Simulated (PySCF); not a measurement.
SeCl2, SMILES Cl[Se]Cl.

The structure is a stationary point at ωB97X-D3(BJ)/def2-TZVP. The isomer is the one that the SMILES or the coordinates give; other isomers of the formula were not compared.

Level of theory: M06-2X/def2-TZVPD (PySCF).

Symmetry labels are those of the subgroup C2v that the program uses (full group C2v).

Computed valence orbital energies around the gap with their symmetry:
```
orbital  symmetry  energy (eV)
-------  --------  -----------
HOMO−7         A1       -20.42
HOMO−6         B2       -13.96
HOMO−5         A1       -13.13
HOMO−4         B1       -12.56
HOMO−3         A2       -11.31
HOMO−2         A1       -11.06
HOMO−1         B2       -10.90
HOMO           B1        -8.20
LUMO           A1        -1.60
LUMO+1         B2        -1.47
LUMO+2         A1         0.60
LUMO+3         A1         0.74
```
